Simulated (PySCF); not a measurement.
# Ions at one geometry of [La(SH)2]+

PySCF 2.14.0, RKS PBE0, La def2-SVP with ECP46, S def2-SVP, H def2-SVP; non-relativistic Hamiltonian with scalar-relativistic core potentials where named; density fitting; no spin-orbit coupling; singlets restricted, open shells unrestricted. The geometry is relaxed for charge +1, singlet, vacuum:

```xyz
5

La    0.0000    0.0000   -0.8236
S     1.9780   -0.1138    0.8737
H     2.9457   -0.2082   -0.0756
S    -1.9780    0.1138    0.8737
H    -2.9457    0.2082   -0.0756
```

Energies count from the relaxed state; an electron taken off or put on is at rest in vacuum. Charges and spins are Mulliken's.

```json
{"state": "charge +1, singlet, vacuum", "energy (eV)": "0.00", "spin squared": "0.00", "charge on La1 (e)": "1.12", "spin on La1 (e)": "0.00", "dipole about the centre of mass (D)": "8.09"}
{"state": "charge 0, doublet, vacuum", "energy (eV)": "-5.60", "spin squared": "0.75", "charge on La1 (e)": "0.42", "spin on La1 (e)": "1.05", "dipole about the centre of mass (D)": "5.82"}
```

Q: What does the state charge +2, doublet, vacuum give?

A: energy (eV) 13.77, spin squared 0.78, charge on La1 (e) 1.45, spin on La1 (e) -0.07, dipole about the centre of mass (D) 5.00.

With an electron taken off (doublet) the charges change, summed by element, by La +0.33 e, S +0.52 e, H +0.15 e. The vertical ionisation energy is 13.77 eV, against −ε(HOMO) = 11.84 eV of the relaxed state. The level lies 1.9 eV too high, as is usual for semilocal functionals and global hybrids, which keep a self-interaction error.

With an electron put on (doublet) the charges change, summed by element, by La -0.70 e, S -0.21 e, H -0.09 e. The vertical electron affinity is 5.60 eV, against −ε(LUMO) = 7.02 eV of the relaxed state.

Open shells may have lower solutions than those found.
